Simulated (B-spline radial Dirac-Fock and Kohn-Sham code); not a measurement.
## Relativistic shifts of the levels of Ag²⁺

System: the Ag²⁺ ion in the configuration [Kr] 4d9.

Both columns are ΔSCF binding energies of the configuration average from an atomic code on a B-spline grid: non-relativistic Hartree-Fock with a point nucleus, and Dirac-Fock with a finite nucleus and the Coulomb interaction alone, averaged over the two j levels with weights 2j+1.

| shell | Hartree-Fock (eV) | Dirac-Fock (eV) | shift (eV) | shift (%) |
| --- | --- | --- | --- | --- |
| 1s | 24829.9 | 25624.9 | +795.04 | +3.20 |
| 2s | 3661.4 | 3853.7 | +192.34 | +5.25 |
| 2p | 3394.6 | 3449.0 | +54.43 | +1.60 |
| 3s | 715.3 | 754.7 | +39.47 | +5.52 |
| 3p | 606.9 | 618.7 | +11.85 | +1.95 |
| 4s | 128.0 | 135.4 | +7.37 | +5.75 |
| 4p | 92.18 | 94.13 | +1.95 | +2.11 |
| 4d | 34.85 | 34.29 | -0.57 | -1.62 |

Relativity binds 1s, 2s, 2p, 3s, 3p, 4s, 4p more strongly, among those listed most of all 4s in relative terms, and 4d more weakly, because the contracted s and p shells screen the nucleus better.

Values without a named source are computed, but for edge energies of neutral atoms, which are taken from tables.
